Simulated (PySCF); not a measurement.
ClH6NSi2, SMILES N[SiH2][SiH2]Cl.

Geometry: PBE-D3(BJ)/def2-SVP. The structure was generated by enumeration, and PubChem lists no compound with its InChIKey, so it may never have been made. One conformer was computed; it need not be the lowest.

Calculation: PBE-D3(BJ)/def2-SVP (PySCF).

Frequencies are harmonic and unscaled.

```json
[
 {"mode": "1", "ν (cm⁻¹)": "55", "IR (km/mol)": "1.5", "moving atoms (share of kinetic energy)": "N 37 %, H 24 %, Cl 23 %, Si 16 %"},
 {"mode": "2", "ν (cm⁻¹)": "89", "IR (km/mol)": "4.9", "moving atoms (share of kinetic energy)": "Cl 27 %, Si 26 %, H 24 %, N 22 %"},
 {"mode": "3", "ν (cm⁻¹)": "166", "IR (km/mol)": "3.9", "moving atoms (share of kinetic energy)": "Si 41 %, H 30 %, N 18 %, Cl 11 %"},
 {"mode": "4", "ν (cm⁻¹)": "182", "IR (km/mol)": "29.6", "moving atoms (share of kinetic energy)": "H 96 %"},
 {"mode": "5", "ν (cm⁻¹)": "382", "IR (km/mol)": "20.5", "moving atoms (share of kinetic energy)": "H 73 %, Si 21 %"},
 {"mode": "6", "ν (cm⁻¹)": "398", "IR (km/mol)": "4.8", "moving atoms (share of kinetic energy)": "Si 74 %, H 21 %"},
 {"mode": "7", "ν (cm⁻¹)": "499", "IR (km/mol)": "147.6", "moving atoms (share of kinetic energy)": "H 75 %, Si 11 %, N 11 %"},
 {"mode": "8", "ν (cm⁻¹)": "513", "IR (km/mol)": "34.7", "moving atoms (share of kinetic energy)": "Si 50 %, Cl 40 %, H 9 %"},
 {"mode": "9", "ν (cm⁻¹)": "519", "IR (km/mol)": "115.0", "moving atoms (share of kinetic energy)": "H 65 %, Si 19 %, N 15 %"},
 {"mode": "10", "ν (cm⁻¹)": "652", "IR (km/mol)": "5.8", "moving atoms (share of kinetic energy)": "H 95 %"},
 {"mode": "11", "ν (cm⁻¹)": "679", "IR (km/mol)": "1.2", "moving atoms (share of kinetic energy)": "H 97 %"},
 {"mode": "12", "ν (cm⁻¹)": "766", "IR (km/mol)": "289.4", "moving atoms (share of kinetic energy)": "H 85 %, Si 13 %"},
 {"mode": "13", "ν (cm⁻¹)": "810", "IR (km/mol)": "15.0", "moving atoms (share of kinetic energy)": "N 43 %, H 42 %, Si 16 %"},
 {"mode": "14", "ν (cm⁻¹)": "830", "IR (km/mol)": "129.1", "moving atoms (share of kinetic energy)": "H 74 %, Si 20 %"},
 {"mode": "15", "ν (cm⁻¹)": "869", "IR (km/mol)": "71.8", "moving atoms (share of kinetic energy)": "H 88 %, Si 9 %"},
 {"mode": "16", "ν (cm⁻¹)": "899", "IR (km/mol)": "41.1", "moving atoms (share of kinetic energy)": "H 90 %"},
 {"mode": "17", "ν (cm⁻¹)": "913", "IR (km/mol)": "44.0", "moving atoms (share of kinetic energy)": "H 87 %"},
 {"mode": "18", "ν (cm⁻¹)": "1504", "IR (km/mol)": "25.0", "moving atoms (share of kinetic energy)": "H 91 %, N 9 %"},
 {"mode": "19", "ν (cm⁻¹)": "2138", "IR (km/mol)": "106.1", "moving atoms (share of kinetic energy)": "H 98 %"},
 {"mode": "20", "ν (cm⁻¹)": "2149", "IR (km/mol)": "24.9", "moving atoms (share of kinetic energy)": "H 97 %"},
 {"mode": "21", "ν (cm⁻¹)": "2155", "IR (km/mol)": "134.5", "moving atoms (share of kinetic energy)": "H 97 %"},
 {"mode": "22", "ν (cm⁻¹)": "2165", "IR (km/mol)": "137.4", "moving atoms (share of kinetic energy)": "H 96 %"},
 {"mode": "23", "ν (cm⁻¹)": "3458", "IR (km/mol)": "21.2", "moving atoms (share of kinetic energy)": "H 96 %"},
 {"mode": "24", "ν (cm⁻¹)": "3551", "IR (km/mol)": "23.3", "moving atoms (share of kinetic energy)": "H 92 %, N 8 %"}
]
```
